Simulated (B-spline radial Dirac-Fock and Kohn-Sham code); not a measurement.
Elastic and transport cross sections of boron for electrons

Model: relativistic (Dirac) partial waves in the static field of the Dirac-Fock atom with Furness-McCarthy exchange, without polarisation or absorption potentials. Program: an atomic code on a B-spline grid. Below a few hundred eV the neglected polarisation potential matters, most of all at small angles. σ_tr1 and σ_tr2 weight the cross section with 1 − P₁ and 1 − P₂ of cos θ; "backward" is the share scattered beyond 90°.

```csv
energy (eV),σ (a₀²),σ_tr1 (a₀²),σ_tr2 (a₀²),σ/σ_tr1,backward (%)
50,17.7,9.16,9.20,1.93,24
65,14.7,6.63,7.48,2.22,20
65.9,14.6,6.52,7.40,2.24,20
74.8,13.4,5.54,6.64,2.42,18
76.7,13.2,5.36,6.49,2.46,17
85.5,12.3,4.65,5.89,2.64,16
98.5,11.2,3.85,5.14,2.90,14
100,11.1,3.77,5.07,2.93,13
138,8.89,2.41,3.61,3.69,9.4
144,8.64,2.27,3.44,3.81,9.0
181,?,?,?,?,?
186,7.22,1.56,2.54,4.62,6.7
200,6.85,1.40,2.32,4.89,6.1
220,6.39,1.22,2.06,5.26,5.5
280,5.34,0.838,1.49,6.36,4.1
300,5.06,0.752,1.36,6.72,3.8
391,4.10,0.493,0.933,8.32,2.8
445,3.68,0.399,0.771,9.23,2.4
496,3.37,0.334,0.656,10.1,2.1
500,3.34,0.329,0.648,10.1,2.1
```

Problem. Fill in the row for 181 eV.

Solution. σ = 7.36 a₀², σ_tr1 = 1.63 a₀², σ_tr2 = 2.63 a₀², σ/σ_tr1 = 4.52, backward 6.9 %. The ratio σ/σ_tr1 is roughly the number of elastic collisions that randomise the direction.

Values without a named source are computed, but for edge energies of neutral atoms, which are taken from tables.
